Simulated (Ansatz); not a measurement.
Molecule: C₂H₉P₂Si, net charge -1, singlet state. It need not be the lowest isomer of its formula. Whether it binds its extra electron was not tested at this geometry. 
Structure (B3LYP-D3(BJ)/def2-TZVP (Ansatz, a quantum-chemistry and plane-wave program) minimum search):
SMILES: C[Si](C)([PH-])P
```xyz
14

C     -1.1863    -0.5569    -1.5948
Si     0.0833    -0.1901    -0.2223
C      1.7259     0.1792    -1.1252
P      0.0780    -1.7694     1.2596
P     -0.5014     2.0051     0.3606
H     -1.1984     0.2307    -2.3531
H     -2.1916    -0.6462    -1.1765
H     -0.9421    -1.5052    -2.0809
H      2.0664    -0.7239    -1.6383
H      2.4986     0.4595    -0.4050
H      1.6273     0.9878    -1.8573
H      1.1649    -1.1780     1.9786
H     -1.5390     1.6493     1.2617
H      0.4629     2.1190     1.3988
```
Charge -1, spin multiplicity 1.

Parts of the frozen-core correlation energy in cc-pwCVTZ (Ansatz, hartree). Frozen orbitals: 17; correlated occupied orbitals by spin: 16 and 16; virtual: 356 and 356. No spin-orbit coupling. Non-relativistic.

```
term                             value
-------------------------  -----------
reference (HF)             -1051.50101
MP2 opposite-spin             -0.64313
MP2 same-spin               (withheld)
CCSD correlation            (withheld)
(T)                         (withheld)
T1 diagnostic                    0.013
largest doubles amplitude        0.024
```

Complete the blanks.


- MP2 same-spin, value: -0.17702
- CCSD correlation, value: -0.89002
- (T), value: -0.04096
